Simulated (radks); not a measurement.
All-electron atom: Xe I in [Xe] (the NIST ground configuration). Method: scalar-relativistic Kohn-Sham, exchange-only PBE, spin-polarised, spherical densities, point nucleus; computed with a radial shooting solver on a logarithmic mesh with Libxc functionals.

Local quantities along the radius. ELF = 1/(1 + alpha^2) is the electron localisation function; alpha = (tau - tau_W)/tau_unif compares the Pauli kinetic energy density with that of the uniform gas (summed over spins). tau is taken from the large components.

```
   r/bohr * ELF (the largest magnitude, 0.999, reaches the edge; | marks zero)
 0.002206 |                                                      *
 0.002919 |                                                      *
 0.003894 |                                                      *
 0.005193 |                                                      *
 0.006927 |                                                      *
 0.009238 |                                                      *
  0.01232 |                                                     *
  0.01643 |                                                   *
  0.02192 |                                            *
    0.029 |                           *
  0.03868 |                 *
  0.05159 |                       *
  0.06881 |                                     *
  0.09178 |                                       *
   0.1224 |                         *
   0.1633 |                  *
   0.2178 |                                  *
   0.2881 |                                         *
   0.3843 |                    *
   0.5125 |              *
   0.6836 |                                        *
   0.9118 |                                    *
    1.216 |                *
    1.622 |                       *
    2.163 |                                          *
    2.862 |                                        *
    3.818 |                        *
    5.092 |     *
    6.791 *
```

On this mesh the ELF has minima near r = 0.039, 0.16, 0.44, 1.4 bohr, which separate the shells, and maxima near 0.0011 (1.00), 0.079 (0.75), 0.29 (0.76), 0.79 (0.76), 2.5 (0.80).

Self-consistent cycle (total energy in hartree, residual of the potential): 1: -7444.065788, 3e+00; 2: -7444.244776, 2e+00; 3: -7444.388726, 1e-01; 4: -7444.395191, 2e-02; 5: -7444.395015, 3e-03; 6: -7444.394941, 1e-03; 7: -7444.394902, 9e-04; 8: -7444.394903, 3e-05; 9: -7444.394903, 1e-06; 10: -7444.394903, 3e-08; 11: -7444.394903, 1e-08; 12: -7444.394903, 6e-09.
